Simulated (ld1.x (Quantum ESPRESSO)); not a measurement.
The numbers below are computed, except where a source is named.
# Potentials for Zr (Z = 40) compared

Generated with ld1.x 7.5 (TM, RRKJ, ultrasoft, PAW), atompaw 4.2 or ONCVPSP 4.0.1. The cutoff is in Ry: for ld1.x and atompaw files where the sum of valence levels is converged to 10 mRy in a Bessel basis, for ONCV files where the hardest occupied wave has 1 mHa per electron of residual kinetic energy. The error is the largest all-electron minus pseudo excitation energy over each file’s own four to seven test configurations (ionisations up to +4, promotions, holes and added fractions of an electron), all of which were solved. The labels leave out finer settings (local radius, basis sizes, second energies), which also bear on the numbers. Spin-polarised tests are not counted. The rows are a selection from randomly drawn settings: files with unsolved tests, undetermined cutoffs or missed reference levels are left out.

| potential | cutoff (Ry) | largest error (meV) | bound ghosts |
| --- | --- | --- | --- |
| TM semilocal, PBE, scalar-relativistic, rc 3.45/4.05/1.65/3.70 (spdf), local p, core correction no, reference 4d2 5s2 5p0 | 30 | +361 | none |
| TM, PBE, fully relativistic, rc 2.25/2.82/1.70 (spd), local s, core correction yes, reference 4d1 5s0 5p0 | 30 | -294 | none |
| TM, LDA (PZ), scalar-relativistic, rc 2.25/3.55/2.75 (spd), local s, core correction no, reference 4d2 5s2 5p0 | 21 | +230 | none |
| TM, PBE, scalar-relativistic, rc 3.15/3.65/2.00 (spd), local s, core correction yes, reference 4d2 5s1.5 5p0 | 30 | -189 | none |
| TM, PBEsol, fully relativistic, rc 2.40/3.70/1.65/3.60 (spdf), local s, core correction yes, reference 4d2 5s1 5p0 | 30 | -316 | none |
| TM, PBE, scalar-relativistic, rc 3.54/2.46/3.28 (spd), local s, core correction no, reference 4p6 4d2 5s0 5p0 | 21 | -440 | none |

Task: Fill in the row for Zr: ultrasoft, revPBE, scalar-relativistic, rc 3.25/4.20/2.10 (spd), local smoothed, core correction no, reference 4d2 5s2 5p0.

Result: cutoff 18 Ry, largest error +257 meV, bound ghosts: none.
